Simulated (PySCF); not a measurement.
Q: Give a GFN2-xTB geometry of `O=S(=O)([O-])c1cccs1`. (Charge -1.)

A: 
Z-matrix in Å and degrees, rows numbered from 1:
```
O 
S   1  1.4573
O   2  1.4573  1  114.56
O   2  1.4568  1  114.69  3  -135.65
C   2  1.8048  1  103.52  3   112.05
C   5  1.3545  2  129.68  1   120.18
C   6  1.4164  5  113.03  2   179.98
C   7  1.3587  6  112.09  5     0.02
S   5  1.7073  2  118.26  1   -59.81
H   6  1.0748  5  121.88  2    -0.04
H   7  1.0779  6  123.93  5  -179.98
H   8  1.0729  7  128.29  6   179.85
```

S2 (sulfonyl sulfur) is distorted tetrahedral (angles from 103.5° to 114.7°). The 5-membered ring C5–C6–C7–C8–S9 has internal angles of 91.2° to 113.0° (sum 540°, against 540° for a flat polygon); it is planar, 0.00 Å rms from its mean plane, widest ring torsion 0°. C8 (aromatic CH next to a ring sulfur) is planar (angles 128.3°, 120.1° and 111.6°, sum 360.0°, 0.00 Å off the plane of its three neighbours). The C–S distances run from 1.707 Å (C5–S9, aromatic) to 1.805 Å (S2–C5, drawn single), a spread of 0.098 Å.

Computed geometry: GFN2-xTB, gas phase.

Point group: Cs (every atom within 0.08 Å of its image). No frequency check.
